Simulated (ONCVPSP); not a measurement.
# lead (Pb): ONCV pseudisation with LDA (Perdew-Wang 92), scalar-relativistic reference atom.

ONCVPSP 4.0.1 input, shortened (lines: element, Z, core and valence counts, functional; n l f; lmax; l rc ep ncon nbas qcut; lloc lpopt rc5 dvloc0; l nproj debl; icmod fcfact rcfact), LDA (Perdew-Wang 92), scalar-relativistic:

```
  Pb 82.00   13    2  -001012      upf
    1    0    2.00
    2    0    2.00
    2    1    6.00
    3    0    2.00
    3    1    6.00
    3    2   10.00
    4    0    2.00
    4    1    6.00
    4    2   10.00
    4    3   14.00
    5    0    2.00
    5    1    6.00
    5    2   10.00
    6    0    1.00
    6    1    3.00
    1
    0    1.95    0.00    4    7    2.90
    1    2.80    0.00    3    7    3.10
    4    5    1.70    2.00
    0    1    2.20
    1    3    2.50
    3    5.70    1.70
```

Calculated quality:

```
Cutoffs needed             : 20 Ha and 29 Ha (the cutoffs (Ha) at which the residual kinetic energy of the hardest occupied pseudo-wave falls to 1 and 0.1 mHa per electron)
Ghost test                 : ghosts flagged at negative energy: s at -16.4 eV; GHOST(+) flagged for p at 167.6 eV; a true bound ghost makes a file unfit for plane-wave use
Configuration tests        : 3 of 4 tests not solved or not reliable
rms error of d²Exc/dni dnj : 15.10 mHa without and 3.41 mHa with the model core
```

Generation and tests took about 2.7 s on one core of a shared server CPU.
